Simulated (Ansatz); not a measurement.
Cost and result up the ladder for the cluster Mo3Se8 (11 atoms). The state is a singlet with charge 0. Geometry: PBE-D4/def2-SVP.

| atom | x (Å) | y (Å) | z (Å) |
| --- | --- | --- | --- |
| Mo1 | -0.691 | -0.678 | 1.115 |
| Mo2 | -0.257 | 0.560 | -1.342 |
| Mo3 | 1.477 | 0.659 | 0.593 |
| Se4 | 2.169 | 0.380 | -1.732 |
| Se5 | -1.490 | -0.941 | -2.874 |
| Se6 | 1.853 | 2.634 | 1.655 |
| Se7 | 1.534 | -1.428 | 1.859 |
| Se8 | -1.382 | 0.953 | 2.504 |
| Se9 | -0.382 | -2.254 | -1.205 |
| Se10 | -0.754 | 2.732 | -1.022 |
| Se11 | -2.077 | -2.617 | 0.449 |

Ansatz on 2 threads of AMD EPYC 7R13 on a shared host and a share (18 GiB) of an NVIDIA H100 80GB HBM3. Times are rough, and most runs start from the orbitals of an earlier one. No level here is sound enough to serve as a yardstick. Binding counts from free atoms at the same level (Mo septet, Se triplet; other spins of the atoms weren't run), without zero-point energy or a counterpoise term.

In the def2 sets Mo takes a core potential; there is no spin–orbit coupling. Correlated methods freeze 72 core orbitals; core or outer-core shells of Mo, Se are correlated, in sets that lack core-valence functions. Single mean-field runs in def2-TZVP are fitted with def2-universal-jkfit. No other spin state of charge 0 was run. Another isomer (singlet) lies 0.41 eV lower at PBE0-D4/def2-TZVP; other spin states weren't run for this one.

Run but left out: MP2/def2-TZVP (restricted singlet, unstable towards broken spin symmetry).

Correlated methods converge slowly with the basis.

| level | functions | wall time | binding energy per atom (eV) | remarks |
| --- | --- | --- | --- | --- |
| PBE-D4/def2-SVP | 349 | 3 s | 3.78 | restricted SCF unstable in HF |
| PBE-D4/def2-TZVP (with forces) | 504 | 4 s | 3.76 | – |
| PBE0-D4/def2-SVP | 349 | 4.5 s | 3.29 | restricted SCF unstable in HF |
| r2SCAN-D4/def2-TZVP | 504 | 5.5 s | 3.39 | restricted SCF unstable in HF |
| CAM-B3LYP-D4/def2-TZVP | 504 | 5.5 s | 3.13 | restricted SCF unstable in HF |
| PBE0-D4/def2-TZVP | 504 | 6.5 s | 3.29 | restricted SCF unstable in HF |
| RPA@PBE/def2-TZVP | 504 | 8 s | 3.14 | – |
